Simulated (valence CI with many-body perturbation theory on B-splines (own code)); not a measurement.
**A CI+MBPT run for Nb2+**

Method: valence CI with perturbative core correlation (CI+MBPT): three valence electrons over a frozen Dirac-Fock core [Kr], radial functions for each j: 9 s, 9 p, 10 d, 8 f, 5 g, 3 h, 1 i, with the one-electron correlation potential Σ1 (screened to all orders), the two-electron term Σ2, the three-electron term Σ3, Breit, model QED; selected single and double excitations, second order for the rest, scaled by the run's own slope (own B-spline code, finite nucleus).

Command, and the settings that its task file holds:

```sh
python run_cv.py task.json out
```

```
atom Nb  Z=41  mass_number=93  rms_radius_fm=4.3240
core [Kr]
valence 4d3
avg = 1
basis = L
breit = 1
cap = 40000
capref = 1200
cscale = 1
de = 0.0
dress = 0
eps = 2e-08
extrap = 1
h = 0.27
hh = 1
l2 = 3
lcore = 6
maxit = 60
n2 = 5
natural = 1
nlev = 60
nno = [6, 6, 7, 6, 4, 3, 1]
nroot = 26
nsp = [3, 3, 3, 2, 1, 0, 0]
pt2 = 1
qed = 1
rpa = 1
s1 = 1
s2 = 1
s3 = 1
screen = 1
tol = 2e-05
whole = 1
```

(1) Roughly how long does this run take on one core of Intel(R) Xeon(R) Processor @ 2.30GHz, and how much memory?

Log. The first blocks belong to the next ion, which gives the ionisation energy. Fields: 2J, parity (1 odd), roots, reference size, generating configurations, candidates as configurations/state functions, variational space P, stored matrix elements, Davidson steps; e2 is the range of second-order energies in hartree. The first line gives the box (bohr), its intervals, the orbitals and the steps of their self-consistent field. Window is the range of levels sought, series limit the energy at which the first omitted orbital would enter, core excitation an estimate of the first excitation out of the core, left out the lowest levels not solved, and shifts from estimates the range by which levels moved from their first estimate, all in cm⁻¹.

```
rmax 21.1 intervals 65 orbitals 81 references ['4d3', '4d2 5s', '4d 5s2', '4d2 5p'] scf 9 t 1.7
2J=4 par=0 roots 2 ref 48 generators 9 cand 894/894 P 942/942 nnz 0 it 0
2J=4 par=0 roots 2 ref 48 generators 22 cand 130/130 P 1072/1072 nnz 0 it 0
   second order: generators 46 cand 112/112 e2 -0.00000 -0.00000
2J=6 par=0 roots 2 ref 38 generators 8 cand 820/820 P 858/858 nnz 0 it 0
2J=6 par=0 roots 2 ref 38 generators 23 cand 153/153 P 1011/1011 nnz 0 it 0
   second order: generators 39 cand 172/172 e2 -0.00000 -0.00000
2J=8 par=0 roots 2 ref 30 generators 6 cand 842/842 P 872/872 nnz 0 it 0
2J=8 par=0 roots 2 ref 30 generators 17 cand 96/96 P 968/968 nnz 0 it 0
   second order: generators 27 cand 135/135 e2 -0.00000 -0.00000
reference levels 681, estimated 106, window 76171 1/cm; series limit 153382, core excitation 247619
2J=3 par=0 roots 11 ref 74 generators 34 cand 2568/5416 P 3654/7983 nnz 1e+07 it 8
2J=3 par=0 roots 11 ref 74 generators 118 cand 4040/10126 P 7694/18109 nnz 3e+07 it 10
   second order: generators 341 cand 28685/67190 e2 -0.00014 -0.00002
2J=5 par=0 roots 11 ref 82 generators 33 cand 2083/5442 P 3020/7992 nnz 1.1e+07 it 9
2J=5 par=0 roots 11 ref 82 generators 109 cand 4328/12961 P 7348/20953 nnz 4.3e+07 it 10
   second order: generators 307 cand 32366/89471 e2 -0.00016 -0.00002
2J=7 par=0 roots 7 ref 67 generators 21 cand 1915/5411 P 2837/7975 nnz 1.1e+07 it 8
2J=7 par=0 roots 7 ref 67 generators 67 cand 3260/10002 P 6097/17977 nnz 3.6e+07 it 10
   second order: generators 196 cand 32091/95805 e2 -0.00013 -0.00003
2J=9 par=0 roots 6 ref 49 generators 18 cand 1979/5452 P 3054/7993 nnz 1.1e+07 it 8
2J=9 par=0 roots 6 ref 49 generators 58 cand 2324/6575 P 5378/14568 nnz 2.6e+07 it 9
   second order: generators 165 cand 27173/84801 e2 -0.00011 -0.00004
2J=1 par=0 roots 6 ref 44 generators 20 cand 2247/3672 P 3875/6215 nnz 5.1e+06 it 10
2J=1 par=0 roots 6 ref 44 generators 86 cand 3736/6043 P 7611/12258 nnz 1.3e+07 it 9
   second order: generators 283 cand 22424/35110 e2 -0.00008 -0.00002
2J=11 par=0 roots 1 ref 25 generators 1 cand 550/1666 P 1586/4183 nnz 4.9e+06 it 4
2J=11 par=0 roots 1 ref 25 generators 7 cand 781/2202 P 2367/6385 nnz 8.3e+06 it 5
   second order: generators 55 cand 23943/72447 e2 -0.00013 -0.00013
2J=5 par=1 roots 9 ref 72 generators 20 cand 1985/5444 P 2970/7998 nnz 1e+07 it 8
...
2J=9 par=1 roots 5 ref 42 generators 59 cand 2372/6248 P 5631/14230 nnz 2.4e+07 it 12
   second order: generators 117 cand 28360/88265 e2 -0.00009 -0.00004
2J=11 par=1 roots 2 ref 24 generators 5 cand 1194/3121 P 2697/6077 nnz 6.1e+06 it 5
2J=11 par=1 roots 2 ref 24 generators 36 cand 1591/3402 P 4288/9479 nnz 1.2e+07 it 6
   second order: generators 75 cand 24859/76746 e2 -0.00010 -0.00004
2J=1 par=1 roots 6 ref 39 generators 19 cand 2354/3676 P 3979/6207 nnz 5e+06 it 7
2J=1 par=1 roots 6 ref 39 generators 71 cand 2715/4398 P 6694/10605 nnz 1e+07 it 9
   second order: generators 179 cand 22157/34930 e2 -0.00007 -0.00002
left out: unestimated 111797, estimated 83075, shifts from estimates -67 to 54
operators 4.1
```

The Davidson iterations converged.

Against 24 measured levels this calculation errs by 556 cm⁻¹ on average and by 1107 at most. These come from a selection out of Shadmi, J. Res. Natl. Bur. Stand. 70A, 435 (1966). Levels without a partner in it may be off by more, other configurations by 1,000 to 8,000 cm⁻¹.

* Valence energy: -4.171948 hartree
* Ionisation energy: 25.093 eV (NIST: 25.04 eV (semi-empirical))
* Reference configurations for the orbitals: 4d3, 4d2 5s, 4d 5s2, 4d2 5p
* Radial orbitals: 81
* Box radius: 21.07 bohr
* Largest variational space: 20953
* Lowest levels: 4d3 4F_3/2 0.0, 4d3 4F_5/2 512, 4d3 4F_7/2 1171, 4d3 4F_9/2 1936, 4d3 4P_3/2 9156, 4d3 4P_1/2 9199, 4d3 2G_7/2 9400, 4d3 2G_9/2 9954, 4d3 4P_5/2 10117, 4d3 2P_1/2 11287, 4d3 2P_3/2 11509, 4d3 2H_9/2 12912, 4d3 2H_11/2 13249, 4d3 2D_3/2 [a] 13591 cm⁻¹

Names give the largest LS component (configuration and term), which can be under half, so a name can repeat, a term be missing and a line seem to break the LS rules; names also repeat where a configuration has a term twice. Letters in brackets count levels of one name in rising energy.

Results:

(1) 3.2 min on 1 thread of Intel(R) Xeon(R) Processor @ 2.30GHz, with other jobs on the host, peak memory 0.77 GiB.
